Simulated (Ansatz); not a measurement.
Consider the redistribution: `FC[SiH]([SiH3])S` + `N[SiH2]S` → `FC[SiH2]S` + `N[SiH2]S[SiH3]`.

Computed with Ansatz on PBE0-D4/def2-TZVP structures; ΔE is electronic, products minus reactants. CCSD(T)/CBS adds triple-zeta CCSD(T) − MP2 to the extrapolated MP2 energy (def2 sets, frozen cores). Functionals use def2-TZVPP. B3LYP here is the variant with VWN-RPA as its local correlation; programs differ in this. Each species was taken in one conformer, which may not be the lowest.

`FC[SiH]([SiH3])S`:

```xyz
12

F     0.556   -1.084   -2.228
C     0.396    0.229   -1.796
Si    0.622    0.300    0.088
Si   -0.892   -1.111    1.176
S     0.212    2.354    0.572
H    -0.603    0.568   -2.085
H     1.132    0.852   -2.314
H     2.028   -0.060    0.421
H    -0.870   -0.805    2.632
H    -2.261   -0.857    0.654
H    -0.544   -2.543    0.980
H     0.223    2.155    1.900
```

`N[SiH2]S`:

```xyz
8

N     0.996    0.896    0.502
Si    0.110   -0.294   -0.340
S    -1.994   -0.157    0.081
H     1.273    1.746    0.040
H     0.918    1.016    1.498
H     0.510   -1.671    0.044
H     0.395   -0.060   -1.778
H    -2.208   -1.477   -0.047
```

`FC[SiH2]S`:

Cartesian coordinates in Å:
```
F -1.303 -1.112 0.794
C -1.067 0.214 0.438
Si 0.474 0.303 -0.657
S 2.183 -0.425 0.391
H -0.937 0.796 1.355
H -1.953 0.589 -0.086
H 0.764 1.723 -0.979
H 0.221 -0.467 -1.901
H 1.619 -1.619 0.644
```

`N[SiH2]S[SiH3]`:

Z-matrix (Å, degrees):
```
Si
S 1 2.154
N 1 1.707 2 113.7
H 1 1.486 2 106.2 3 -121.3
H 1 1.482 2 109.3 3 119.0
Si 2 2.132 1 97.2 3 145.8
H 3 1.007 1 120.7 2 -60.2
H 3 1.007 1 119.6 2 85.1
H 6 1.483 2 106.5 1 172.1
H 6 1.485 2 111.2 1 -68.4
H 6 1.486 2 111.3 1 52.8
```

| level | ΔE (kJ/mol) | difference from CCSD(T)/CBS |
| --- | --- | --- |
| PBE-D4 | -53.5 | 11.4 |
| r2SCAN-D4 | -62.4 | 2.5 |
| PBE0-D4 | -57.7 | 7.2 |
| B3LYP-D4 | -60.7 | 4.2 |
| ωB97X-V | -62.6 | 2.3 |
| ωB97M-V | -68.0 | -3.1 |
| B2PLYP | -65.3 | -0.4 |
| PBE | -53.4 | 11.5 |
| r2SCAN | -62.6 | 2.3 |
| PBE0 | -57.9 | 7.0 |
| B3LYP | -60.4 | 4.5 |
| HF/def2-TZVPP | -71.3 | -6.4 |
| MP2/def2-TZVPP | -72.7 | -7.8 |
| SCS-MP2/def2-TZVPP | -71.3 | -6.4 |
| CCSD/def2-TZVPP | -63.1 | 1.8 |
| CCSD(T)/def2-TZVPP | -63.1 | 1.8 |
| HF/def2-QZVPP | -71.8 | -6.9 |
| MP2/def2-QZVPP | -73.9 | -9.0 |
| SCS-MP2/def2-QZVPP | -72.5 | -7.6 |
| HF/CBS(def2) | -71.9 | -7.0 |
| MP2/CBS(def2) | -74.5 | -9.6 |
| CCSD/CBS(def2) | -64.9 | 0.0 |
| CCSD(T)/CBS | -64.9 | 0 |

Largest T1 diagnostic among the species: 0.012.

From PBE to PBE0 (25 % exact exchange), in def2-TZVPP and without D4, ΔE moves by −4.5 kJ/mol.
